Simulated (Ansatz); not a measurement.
Computed with Ansatz on PBE0-D4/def2-TZVP structures; ΔE is electronic, products minus reactants. CCSD(T)/CBS adds triple-zeta CCSD(T) − MP2 to the extrapolated MP2 energy (def2 sets, frozen cores). This one scheme is used for every species. Functionals use def2-TZVPP. HSE06 is defined as in plane-wave codes. One conformer a species, not always the lowest.

`C=C(Cl)CC` + `BS` → `BSC(=C)Cl` + `CC`  (substitution at a C–C bond)

`C=C(Cl)CC`:

```xyz
12

C    -0.221    0.641    1.876
C     0.381    0.530    0.702
Cl    2.117    0.612    0.616
C    -0.293    0.330   -0.614
C     0.029   -1.008   -1.267
H     0.331    0.781    2.795
H    -1.302    0.592    1.927
H    -1.370    0.421   -0.450
H     0.001    1.145   -1.285
H    -0.487   -1.099   -2.224
H     1.100   -1.109   -1.449
H    -0.286   -1.837   -0.629
```

`BS`:

Z-matrix (Å, degrees):
```
B
S 1 1.765
H 1 1.192 2 115.8
H 1 1.190 2 121.4 3 -180.0
H 2 1.344 1 99.2 3 180.0
```

`BSC(=C)Cl`:

```xyz
9

B     1.035    1.870   -0.198
S     0.524    0.560    0.852
C    -0.381   -0.640   -0.079
C    -0.868   -1.704    0.546
Cl   -0.617   -0.417   -1.764
H     1.652    2.710    0.380
H     0.791    1.911   -1.358
H    -0.710   -1.828    1.610
H    -1.426   -2.461    0.012
```

`CC`:

Z-matrix (Å, degrees):
```
C
C 1 1.519
H 1 1.093 2 111.4
H 1 1.093 2 111.4 3 120.0
H 1 1.093 2 111.4 3 -120.0
H 2 1.093 1 111.4 3 180.0
H 2 1.093 1 111.4 3 -60.0
H 2 1.093 1 111.4 3 60.0
```

Q: Is it downhill or uphill in electronic energy at CCSD(T)/CBS, and by how much? (An estimate is asked.)

A: Ansatz gave: Uphill: ΔE = +26.1 kJ/mol.

Q: What do these levels give: CAM-B3LYP-D4, B2PLYP, PBE, BLYP, r2SCANh, HSE06, HF/def2-SVP, MP2/def2-TZVPP, SCS-MP2/def2-TZVPP, HF/def2-QZVPP, SCS-MP2/def2-QZVPP, CCSD/CBS(def2)? (An estimate is asked.)

A: The calculation gave: CAM-B3LYP-D4 26.6, B2PLYP 23.0, PBE 15.2, BLYP 16.5, r2SCANh 21.3, HSE06 21.2, HF/def2-SVP 46.2, MP2/def2-TZVPP 24.8, SCS-MP2/def2-TZVPP 26.9, HF/def2-QZVPP 38.3, SCS-MP2/def2-QZVPP 25.6, CCSD/CBS(def2) 29.6 kJ/mol.

Q: What do rigid-rotor, harmonic-oscillator terms from PBE0-D4/def2-TZVP frequencies (298.15 K, 1 bar) make of the CCSD(T)/CBS value? (Best estimate.)

A: The calculation gave: ΔZPE = +2.0 kJ/mol, ΔH = +28.8 kJ/mol, ΔS = -6 J/(mol·K), ΔG = +30.5 kJ/mol. Modes under 50 cm⁻¹ make the entropy rough.

Largest T1 diagnostic among the species: 0.015.

From r2SCAN to r2SCAN0 (25 % exact exchange), in def2-TZVPP and without D4, ΔE moves by +4.6 kJ/mol. Leaving LDA and LC-ωPBE aside and taking each functional with its dispersion term where it has one, the values, not all of them listed here, spread over 13.7 kJ/mol, from revPBE-D4 to ωB97X-V.
